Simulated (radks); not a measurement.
Q: Pt IV, configuration [Xe] 4f14 5d7 (the NIST ground configuration). Method: scalar-relativistic Kohn-Sham, PBE, spin-unpolarised, spherical densities, point nucleus; computed with a radial shooting solver on a logarithmic mesh with Libxc functionals. Some entries of the table are withheld. Estimate them.

| orbital | occ. | eigenvalue (eV) | <1/r> (bohr^-1) |
|---|---|---|---|
| 1s | 2 | (1) | 94.02 |
| 2s | 2 | -13815.14 | 22.03 |
| 2p | 6 | -11975.74 | 19.66 |
| 3s | 2 | -3272.307 | 8.165 |
| 3p | 6 | -2736.755 | 7.465 |
| 3d | 10 | -2156.590 | 7.031 |
| 4s | 2 | (2) | 3.493 |
| 4p | 6 | -555.4990 | (3) |
| 4d | 10 | -342.3934 | 2.826 |
| 5s | 2 | -137.0372 | 1.422 |
| 4f | 14 | -105.6071 | 2.391 |
| 5p | 6 | -90.8483 | 1.211 |
| 5d | 7 | -38.7651 | 0.8723 |

A: 
(1) 1s eigenvalue (eV): -78474.94
(2) 4s eigenvalue (eV): -731.0932
(3) 4p <1/r> (bohr^-1): 3.157
